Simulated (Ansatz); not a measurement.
WS₂O₂H₂⁺, that is WS2(OH)2 with one electron fewer. Charge 1, multiplicity 2. Geometry r2SCAN-D4/def2-SVP, that of the neutral singlet; atoms count from 1.

```xyz
7

W     0.067   -0.152   -0.249
S     1.235   -1.947   -0.329
S    -0.551    0.391   -2.228
O     1.129    1.217    0.481
H     1.182    2.118    0.132
O    -1.470   -0.442    0.793
H    -1.591   -1.186    1.401
```

In the def2 sets W takes a core potential; there is no spin–orbit coupling.

Q: Estimate the Mulliken populations from the PBE0/def2-TZVP orbitals of Ansatz.

A: 
```csv
atom,charge (e),spin (α − β),d electrons
W1,1.19,-0.30,3.80
S2,0.04,0.65,–
S3,0.04,0.65,–
O4,-0.53,0.00,–
H5,0.40,0.00,–
O6,-0.53,0.00,–
H7,0.40,0.00,–
```
Mulliken values and Mayer orders depend strongly on the basis.

Q: Where does the spin sit?

A: Summed by element: W -0.30, S 1.30, O 0.00, H 0.00, of 1 unpaired in all. Largest on single atoms: S2 0.65, S3 0.65, W1 -0.30.

Q: And the Mayer bond orders between bonded heavy atoms (over 0.3)?

A: W1–S2 1.91 (2.14 Å); W1–S3 1.91 (2.14 Å); W1–O4 1.18 (1.88 Å); W1–O6 1.18 (1.88 Å).
